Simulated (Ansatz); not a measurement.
Program: Ansatz 0.2.0.

A structure relaxed at PBE0-D4/def2-TZVP, charge 0, multiplicity 1:

Cartesian coordinates in Å:
```
O -0.376 1.025 -0.798
Ga 0.187 -0.408 0.049
F 0.929 -1.711 -0.810
F 0.028 -0.583 1.771
H -0.769 1.677 -0.212
```

Give its formula and SMILES.

F2GaHO, `[OH][Ga]([F])[F]`.

Point group (tolerance 0.08 Å, 0.16 Å for H)?

Cs.

Summarise the bond lengths by kind.

1 × Ga–O 1.757 Å; 1 × H–O 0.961 Å; 2 × F–Ga 1.728 to 1.738 Å.
